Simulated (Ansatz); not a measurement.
A nudged elastic band was laid between two geometries of F2Ge2H4 + H2O (11 atoms, charge 0, multiplicity 1).

Level of theory: RKS PBE0-D4/def2-SVP (Ansatz 0.2.0).

| Property | Result |
| --- | --- |
| movable images | 3 |
| climbing image | yes |
| spring | 5.0 eV/Å² |
| optimiser | quadratic models (default) |
| start path | through a guess of the saddle point |
| force threshold | 0.03 eV/Å |
| iteration limit | 60 |
| end points | relaxed |

Initial state:

```xyz
11
Properties=species:S:1:pos:R:3
Ge -0.129 -0.063 -0.047
F -0.182 -0.138 1.712
H 1.304 -0.436 -0.461
Ge -1.279 1.905 -0.840
H -2.477 1.484 -1.708
H -1.766 2.701 0.378
H -0.300 2.744 -1.673
F -1.076 -1.472 -0.452
O 1.172 2.046 1.058
H 2.125 1.909 1.086
H 0.838 1.582 1.842
```

Final state:

```xyz
11
Properties=species:S:1:pos:R:3
Ge 0.609 0.499 -0.438
F -1.095 1.337 2.081
H 1.829 0.469 -1.380
Ge -1.285 1.942 -0.865
H -2.556 1.273 -0.344
H -1.007 3.299 -0.208
H -1.366 2.127 -2.395
F 0.130 -1.173 -0.297
O 1.219 0.927 1.207
H 1.910 0.347 1.550
H -0.158 1.215 1.986
```

Task: Which bonds break or form, and what moves?

Result: Bonds broken: Ge1–F2, O9–H11. Bonds formed: Ge1–O9, F2–H11. F2Ge2H4 + H2O becomes FGe2H5O + FH.

Task: What energy profile does the band end with?

Result: The run converged. The highest image is number 2 of 0 to 4, 22.5 kcal/mol above the first end and 17.4 kcal/mol above the last; the last end lies 5.1 kcal/mol above the first. Another band between the same ends (9 images) ends at a top of the same energy, where a vibrational analysis finds 1 clearly imaginary mode. So few images can step over the top or miss a turn of the path. The orbitals stay closed-shell, which can raise the energy where a bond breaks towards radicals; this wasn't checked here.

```csv
image,path coordinate (Å),energy (kcal/mol),Ge1–F2 (Å),O9–H11 (Å),Ge1–O9 (Å)
0,0.00,0.0,1.76,0.97,2.71
1,2.17,1.5,1.76,0.97,2.65
2,4.34,22.5,2.07,1.09,2.00
3,5.16,7.3,2.73,1.53,1.82
4,5.98,5.1,3.15,1.61,1.81
```

Task: What is the geometry of the highest image?

Result: 
```xyz
11
Properties=species:S:1:pos:R:3
Ge 0.301 0.506 -0.161
F -0.859 0.683 1.545
H 1.630 0.419 -0.973
Ge -1.359 2.037 -1.020
H -2.743 1.424 -0.786
H -1.214 3.351 -0.236
H -1.133 2.316 -2.518
F -0.036 -1.200 -0.054
O 1.302 1.159 1.438
H 2.009 0.577 1.747
H 0.335 0.988 1.912
```

Run time: 3 min on 4 threads of Arm Neoverse V2 (shared host), peak memory 0.44 GiB.
